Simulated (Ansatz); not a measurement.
`C[N](C)[AlH2]` → `[CH2]` (triplet) + `C[NH][AlH2]` at 500 K and 1 bar (formal loss of a carbene).

Computed with Ansatz on PBE0-D4/def2-TZVP structures; ΔE is electronic, products minus reactants. CBS: MP2 limit from def2 TZ/QZ plus the TZ coupled-cluster correction, frozen cores. This one scheme is used for every species. Triplets are unrestricted, without spin–orbit coupling.

| species | CCSD(T)/CBS energy (Eh) | H − E (kJ/mol) | S (J/(mol·K)) |
| --- | --- | --- | --- |
| `C[N](C)[AlH2]` | -377.63984 | 295.5 | 375.4 |
| `[CH2]` (triplet) | -39.09499 | 62.7 | 213.9 |
| `C[NH][AlH2]` | -338.38977 | 213.6 | 341.5 |

H − E and S are ideal-gas, rigid-rotor, harmonic terms from PBE0-D4/def2-TZVP, with the whole ground term of open shells counted as degenerate. 1 Eh = 2625.50 kJ/mol, R = 8.31446 J/(mol·K).

By hand: ΔE, ΔH, ΔS and ΔG.

ΔE = (-39.09499) + (-338.38977) − (-377.63984) = 0.15508 Eh = 407.2 kJ/mol. Δ(H − E) = 62.7 + 213.6 − 295.5 = -19.2, so ΔH = 388.0 kJ/mol. ΔS = 213.9 + 341.5 − 375.4 = 180.0 J/(mol·K). ΔG = 388.0 − 500 × (180.0)/1000 = 298.0 kJ/mol.

By hand: the equilibrium constant, and the temperature at which ΔG would vanish if ΔH and ΔS stayed fixed.

log₁₀ K = −ΔG/(RT ln 10) = -31.1. ΔG = 0 at ΔH/ΔS = 2156 K.

The number of gas molecules changes by +1, which sets the sign of ΔS. A doubt of 5 kJ/mol in ΔE shifts log₁₀ K by 0.5 here. A triplet takes part, so the spin changes. These are equilibria of isolated gas molecules and say nothing of rates. Largest T1 diagnostic: 0.012 (customary marks: 0.02 for closed shells, 0.045 for open ones).
